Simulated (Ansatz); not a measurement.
Mulliken charges of CdFHS, SMILES `[F][Cd][SH]` from r2SCAN/def2-TZVPP in Ansatz (PBE0-D4/def2-TZVP geometry).

| atom | x (Å) | y (Å) | z (Å) | charge (e) |
| --- | --- | --- | --- | --- |
| F1 | -0.330 | 0.143 | 2.620 | -0.543 |
| Cd2 | -0.289 | 0.126 | 0.682 | 0.810 |
| S3 | -0.271 | 0.120 | -1.629 | -0.375 |
| H4 | 0.945 | -0.449 | -1.694 | 0.108 |

Q: By hand: the dipole of these point charges (1 e Å = 4.8032 D).

A: Σ q r = (0.149, -0.069, -0.442) e Å, of length 0.472 e Å = 2.27 D.

Q: How does the dipole of the full density compare? (Best estimate.)

A: Ansatz gave: (0.146, -0.068, -0.335) e Å, 1.79 D; the point charges give 1.27 times that, at 5° from its direction.

Point charges leave out the atoms' own dipoles, such as those of lone pairs, and Mulliken's split depends on the basis, so the two needn't agree.
